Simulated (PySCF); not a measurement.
Zirconium: a sound run and one with changed settings

Sound run: Zr [Kr] 4d2 5s2, Zr⁺ [Kr] 4d2 5s1. All numbers are calculated (PySCF 2.14, a scalar-relativistic core potential, in def2-SVP with the def2 core potential (28 electrons) (5s3p2d1f, 31 functions)). In the sound run the correlated levels freeze 4s2 4p6 outside the core potential. The sound run starts from symmetry-adapted Hartree-Fock orbitals and uses a fine grid where one is needed.

Changed run: all electrons correlated in a basis built for the valence shell.

```csv
species,method,sound run (hartree),changed run (hartree),converged
Zr,MP2,-46.46623,-46.59580,yes
Zr⁺,MP2,-46.24900,-46.36830,yes
```

Ionisation energy of Zr:

| method | sound run (eV) | changed run (eV) |
| --- | --- | --- |
| UHF | 5.193 | 5.193 |
| MP2 | 5.911 | 6.190 |
| SCS-MP2 | 6.057 | 6.249 |

A valence basis has no tight correlating functions, so it recovers only part of the core correlation, and not evenly between atom and ion.

For comparison, NIST gives 6.634 eV between the lowest levels.
